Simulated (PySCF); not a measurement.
A calculated (PBE0, PySCF 2.14, aug-cc-pVDZ-DK, the spin-free X2C one-electron Hamiltonian (Gaussian nucleus)) atom or ion has these occupied shells.

```csv
shell,electrons,orbital energy (eV),"rms radius, mean of both spins (bohr)"
1s α,1,-4430.8,0.0844
1s β,1,-4430.8,0.0844
2s α,1,-487.02,0.372
2s β,1,-486.81,0.372
2p α,3,-398.16,0.341
2p β,3,-397.97,0.341
3s α,1,-59.446,1.15
3s β,1,-58.604,1.15
3p α,3,-36.488,1.27
3p β,3,-35.549,1.27
3d α,1,-5.178,2.07
4s α,1,-4.799,4.01
4s β,1,-4.591,4.01
```

**Question.** Name the element and its charge.

**Answer.** Sc (scandium, neutral), in [Ar] 3d1 4s2, 2D determinant.
